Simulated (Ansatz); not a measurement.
C3H8MgO, SMILES `CC(C)[O][MgH]`. Total charge 0; spin multiplicity 1. Geometry: relaxed with PBE0-D4/def2-TZVP. It is one conformer, not always the lowest.

```xyz
13

C    -0.410    1.268   -0.741
C    -0.278   -0.211   -0.411
C     1.111   -0.728   -0.752
O    -0.571   -0.442    0.920
Mg   -0.825   -0.638    2.657
H    -1.414    1.623   -0.497
H     0.310    1.847   -0.156
H    -0.225    1.460   -1.801
H    -1.002   -0.760   -1.038
H     1.864   -0.191   -0.167
H     1.339   -0.593   -1.813
H     1.189   -1.792   -0.516
H    -1.087   -0.841    4.314
```

Task: What is the dipole moment at B3LYP/def2-TZVPP? (Estimate.)

Result: Computed: 0.15 D, with components (-0.01, 0.00, -0.15) D in this frame, pointing from negative to positive charge.

Task: And with PBE, r2SCAN, ωB97M-V? (Best estimate.)

Result: Computed: PBE 0.13 D, r2SCAN 0.22 D, ωB97M-V 0.19 D.

Task: Give the Mulliken charges with B3LYP, r2SCAN, ωB97M-V in def2-TZVPP. (An estimate is asked.)

Result: Computed: 
```tsv
atom	B3LYP	r2SCAN	ωB97M-V
C1	-0.24	-0.14	-0.30
C2	0.24	0.29	0.14
C3	-0.24	-0.14	-0.30
O4	-0.65	-0.67	-0.62
Mg5	0.66	0.74	0.65
H6	0.07	0.04	0.10
H7	0.06	0.03	0.09
H8	0.07	0.03	0.09
H9	0.03	-0.02	0.06
H10	0.06	0.03	0.09
H11	0.07	0.03	0.09
H12	0.07	0.04	0.10
H13	-0.20	-0.26	-0.20
```

B3LYP here is the variant with VWN-RPA as its local correlation; programs differ in this.
